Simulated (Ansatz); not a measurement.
Basis sets compared for `CCCCCCCCCC`. Charge 0, multiplicity 1. Geometry PBE-D4/def2-SVP. Ansatz on 4 threads of Arm Neoverse V1 on a shared host; times are rough, and most runs start from earlier orbitals.

```csv
atom,x (Å),y (Å),z (Å)
C1,-0.036,2.321,4.849
C2,0.345,1.432,3.665
C3,-0.653,1.495,2.505
C4,-0.282,0.606,1.315
C5,-1.281,0.686,0.156
C6,-0.982,-0.251,-1.022
C7,0.326,0.053,-1.763
C8,0.547,-0.775,-3.036
C9,0.709,-2.283,-2.808
C10,1.000,-3.059,-4.094
H11,-0.102,3.388,4.547
H12,0.705,2.253,5.672
H13,-1.025,2.037,5.266
H14,0.441,0.376,4.005
H15,1.355,1.716,3.292
H16,-0.747,2.551,2.159
H17,-1.665,1.214,2.875
H18,0.735,0.883,0.960
H19,-0.202,-0.452,1.657
H20,-1.327,1.736,-0.214
H21,-2.299,0.462,0.546
H22,-0.973,-1.301,-0.653
H23,-1.823,-0.196,-1.749
H24,1.192,-0.099,-1.080
H25,0.340,1.134,-2.029
H26,1.452,-0.395,-3.561
H27,-0.301,-0.602,-3.739
H28,1.530,-2.452,-2.074
H29,-0.208,-2.692,-2.331
H30,1.935,-2.705,-4.577
H31,1.112,-4.145,-3.904
H32,0.181,-2.932,-4.834
```

Binding counts from free atoms (C triplet, H doublet) in the same basis, without a counterpoise term.

| level | functions | energy (Eh) | HOMO (eV) | LUMO (eV) | binding per atom (eV) | wall time |
| --- | --- | --- | --- | --- | --- | --- |
| HF/STO-3G | 72 | -386.9322 | -10.59 | 15.14 | 3.98 | 0.55 s |
| HF/6-31G | 134 | -391.3329 | -11.69 | 6.16 | 3.06 | 1.6 s |
| PBE-D4/def2-SVP | 250 | -393.4930 | -7.13 | 0.98 | 4.26 | 4.4 s |
| PBE0-D4/def2-SVP | 250 | -393.5818 | -8.52 | 1.83 | 4.23 | 8 s |

Problem. Estimate the rows for HF/def2-TZVP, PBE-D4/def2-TZVP (with forces), PBE0-D4/def2-TZVP.

Solution. 
| level | functions | energy (Eh) | HOMO (eV) | LUMO (eV) | binding per atom (eV) | wall time |
| --- | --- | --- | --- | --- | --- | --- |
| HF/def2-TZVP | 442 | -391.6324 | -11.79 | 3.72 | 3.16 | 15 s |
| PBE-D4/def2-TZVP (with forces) | 442 | -393.9127 | -7.19 | 0.39 | 4.22 | 10 s |
| PBE0-D4/def2-TZVP | 442 | -393.9900 | -8.53 | 1.18 | 4.18 | 19 s |
